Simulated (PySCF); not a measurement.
PBE on Se⁻ (selenium, charge -1), [Ar] 3d10 4s2 4p5, 2P determinant. All numbers are calculated (PySCF 2.14, the spin-free X2C one-electron Hamiltonian (Gaussian nucleus), in aug-cc-pVDZ-DK).

```
cycle= 1 E= -2429.4548953795  delta_E= -0.0104  |g|= 0.0536  |ddm|= 0.424
cycle= 2 E= -2429.45508649792  delta_E= -0.000191  |g|= 0.0331  |ddm|= 0.112
cycle= 3 E= -2429.45538757878  delta_E= -0.000301  |g|= 0.0128  |ddm|= 0.104
cycle= 4 E= -2429.45554429336  delta_E= -0.000157  |g|= 0.000508  |ddm|= 0.0399
cycle= 5 E= -2429.45554461773  delta_E= -3.24e-07  |g|= 4.2e-05  |ddm|= 0.00191
cycle= 6 E= -2429.45554462126  delta_E= -3.53e-09  |g|= 2.52e-06  |ddm|= 0.000267
cycle= 7 E= -2429.45554462126  delta_E= -7.28e-12  |g|= 4.96e-07  |ddm|= 1.28e-05
converged SCF energy = -2429.45554462126  <S^2> = 0.75242205  2S+1 = 2.0024206
```

Highest occupied orbital energy: 1.031 eV; ⟨L²⟩ = 2.02; populations by l: s 8.00, p 17.00, d 10.00.

(1) Can this result be used?

## Answers

(1) With care. Self-consistency was reached. At PBE the highest occupied level has a positive energy, so only the finite basis holds that electron; in a semilocal or global hybrid functional this comes from self-interaction and does not mean that the real anion is unbound.
